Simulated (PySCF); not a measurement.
C3H7FSi.
SMILES with atom numbers: `[F:1][CH2:2][SiH:3]1[CH2:4][CH2:5]1` (hydrogens: H6, H7 on C2; H8 on Si3; H9, H10 on C4; H11, H12 on C5)

Method: PBE0-D3(BJ)/def2-SVP geometry optimisation, gas phase (PySCF).

Task: What internal coordinates does the optimisation give?

Result: 
```csv
bond,length (Å)
F1–C2,1.380
C2–Si3,1.898
"Si3–C4, Si3–C5",1.853
C4–C5,1.545
"C2–H6, C2–H7",1.105
Si3–H8,1.486
"C4–H9, C5–H11",1.096
"C4–H10, C5–H12",1.095
```

Bonds in one row agree within 0.01 Å and their mean is given. A selection of angles:
```csv
angle,degrees
F1–C2–Si3,108.7
F1–C2–H6,109.0
Si3–C2–H6,111.1
H6–C2–H7,107.3
C2–Si3–C4,117.1
C2–Si3–H8,114.5
C4–Si3–C5,49.3
C4–Si3–H8,121.6
Si3–C4–C5,65.4
Si3–C4–H9,117.6
Si3–C4–H10,120.7
C5–C4–H9,115.9
C5–C4–H10,116.9
H9–C4–H10,112.6
Si3–C5–H12,119.7
```

Torsions: F1–C2–Si3–C4 28° (synperiplanar); C2–Si3–C4–C5 -104° (anticlinal); C2–Si3–C5–C4 103° (anticlinal).

Si3 (SiH silicon) has angles from 49.3° to 121.6°. The C–Si distances run from 1.852 Å (Si3–C4, drawn single) to 1.898 Å (C2–Si3, drawn single), a spread of 0.046 Å. The 3-membered ring Si3–C4–C5 has internal angles of 49.3° to 65.4°.

Point group: Cs (every atom within 0.08 Å of its image). Not checked by PBE0-D3(BJ)/def2-SVP frequencies. One conformer, not necessarily the lowest.
